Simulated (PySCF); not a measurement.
C2H6OSn. Atoms are numbered in the order given.

```xyz
10

Sn     0.2580    -0.2163    -0.3285
O      1.8152     0.0765     0.8845
C     -1.4051     0.9685     0.2975
C     -2.4166     0.4380     0.9911
H     -0.0924    -1.8726    -0.0981
H      0.7481     0.1731    -1.9290
H      2.0082     1.0115     1.0140
H     -1.4377     2.0351     0.0426
H     -2.4400    -0.6211     1.2736
H     -3.2769     1.0369     1.3148
```

Coordinates come from a PBE0-D3(BJ)/def2-SVP optimisation. The structure was generated by enumeration; whether it is a known compound was not checked. The def2 effective core potentials stand for the cores of Sn; spin–orbit coupling is left out. Other conformers were not sampled.

Computed with TDDFT-PBE/def2-SVPD (PySCF).

Vertical excitations. Isolated molecule, no solvent.

```tsv
state	energy (eV)	λ (nm)	f	main pairs
S1	4.70	264	0.003	HOMO→LUMO 99 %
S2	5.58	222	0.021	HOMO−2→LUMO 70 %, HOMO−1→LUMO 24 %
S3	5.91	210	0.016	HOMO→LUMO+1 71 %, HOMO−1→LUMO 13 %
S4	6.00	207	0.117	HOMO−1→LUMO 33 %, HOMO−2→LUMO 20 %, HOMO→LUMO+1 18 %, HOMO−1→LUMO+1 8 %
S5	6.14	202	0.010	HOMO→LUMO+2 93 %
S6	6.27	198	0.003	HOMO−3→LUMO 62 %, HOMO−1→LUMO+1 32 %
S7	6.39	194	0.003	HOMO−4→LUMO 90 %
S8	6.45	192	0.016	HOMO→LUMO+3 82 %
S9	6.66	186	0.014	HOMO−1→LUMO+2 72 %, HOMO−2→LUMO+1 14 %
S10	6.78	183	0.043	HOMO−2→LUMO+1 44 %, HOMO−2→LUMO+2 14 %, HOMO−1→LUMO+1 12 %, HOMO→LUMO+4 7 %
T1	4.31	287	0	HOMO−1→LUMO 71 %, HOMO→LUMO 11 %
T2	4.48	277	0	HOMO→LUMO 88 %
T3	5.17	240	0	HOMO−2→LUMO 83 %, HOMO−1→LUMO 12 %
T4	5.48	226	0	HOMO→LUMO+1 92 %
```
Triplets are in the Tamm–Dancoff approximation, which puts them higher than full response would, so one can lie above its singlet here.
